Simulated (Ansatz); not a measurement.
```yaml
crystal:
  periodic: [false, false, false]
  atoms:
    - {symbol: O, position_ang: [-0.372097, -2.472480, 1.466843]}
    - {symbol: W, position_ang: [-0.194357, 0.754164, -0.076285]}
    - {symbol: O, position_ang: [3.109856, -0.077320, -0.946118]}
    - {symbol: F, position_ang: [-3.716706, 0.361880, -0.228551]}
    - {symbol: F, position_ang: [-0.643706, 2.368666, -3.173190]}
    - {symbol: S, position_ang: [0.287844, 3.531791, 2.737987]}
    - {symbol: H, position_ang: [-2.012489, -3.059252, 1.986728]}
    - {symbol: H, position_ang: [3.715888, -1.515352, -1.872672]}
basis:
  gaussian: {orbitals: def2-SVPD}
hamiltonian: {xc: {name: B2PLYP}}
```

```sh
$ ansatz run in.yaml --threads 4 --pin off --events-out ev --progress --plain --max-ram 11315MiB
```

Shortened log:

```
Functional definition: B2PLYP
1607 factors; integrals over basis functions are off by at most 3.9e-4 eV
mean field evaluation 1: about -22045.6621 eV, gradient 1.4e2 eV
mean field evaluation 2: about -22045.6757 eV, gradient 1.4e2 eV
mean field evaluation 4: about -21270.5181 eV, gradient 3.8e2 eV
mean field evaluation 8: about -22141.9168 eV, gradient 4.2e1 eV
mean field evaluation 16: about -22150.8854 eV, gradient 4.2e-1 eV
mean field evaluation 32: about -22150.9149 eV, gradient 3.3e-6 eV
mean field -22150.91491860 eV, -814.0311088293 hartree, gradient 3.5e-8 eV, S^2 0.000000; 8 other end points of the search recorded, 0 dependent functions left out; unrestricted orbitals would lower it
9 core orbitals not correlated: weight in the atoms' cores, before any rotation towards them, 1.000 or more for the frozen orbitals, at most 0.000 for the correlated occupied ones
reference -22150.91519405 eV, -814.0311189516 hartree; 24, 24 occupied and 137, 137 virtual orbitals, 1607 factors
second order -63.32686447 eV of doubles, -0.00000000 eV of singles
Total energy: -22168.01344745 eV, -814.6594681747 hartree
```

(1) What is wrong with this run?

## Answers

(1) The coordinates are in bohr but typed as ångström. Self-consistency was reached. The result belongs to that input, not to the molecule as meant.
